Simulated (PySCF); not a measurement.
A run for PySCF: R-B3LYP/6-31G* on CH5NOSe (SMILES CO[Se]N), a point of a torsion scan.

```python
from pyscf import gto, scf, dft, mp
from pyscf.data.elements import chemcore

mol = gto.M(
    atom='''
    C    -1.56073301    0.06416355    0.33708658
    O    -0.81823817    0.35767153   -0.82175390
    Se   -0.59265754    2.10268984   -1.35181324
    N     0.97807989    2.57406622   -0.58272592
    H    -2.22473891    0.88191186    0.62726467
    H    -0.88863620   -0.15475253    1.17314153
    H    -2.16290254   -0.82107087    0.12265728
    H     0.95648608    2.62301657    0.42966774
    H     1.76543220    2.01592105   -0.89141642
    ''',
    basis='6-31g*',
    cart=True,
    charge=0, spin=0, verbose=3, max_memory=1800)
mf = dft.RKS(mol, xc='b3lyp')
mf.conv_tol = 1e-8
mf.max_cycle = 100
mf.kernel()
if not mf.converged:
    mf = mf.newton().run(mf.mo_coeff, mf.mo_occ)
```

Q: Give the final energy of this run.

A: -2572.3384 hartree.
